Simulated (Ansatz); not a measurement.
Species: CH3NS, SMILES `NC=S` (charge 0, multiplicity 1).

### Question
Give a relaxed geometry from Ansatz (a first-principles code) with PBE0-D3(BJ)/def2-TZVP.

### Answer
the end point of this relaxation (outside a Z-matrix the atoms follow the SMILES, hydrogens last).
Cartesian coordinates (Å) in one orientation:
```xyz
6

N     -0.722     0.041    -0.096
C      0.595     0.062     0.116
S      1.635    -1.156    -0.190
H     -1.303     0.833     0.117
H     -1.145    -0.789    -0.480
H      0.940     1.010     0.533
```
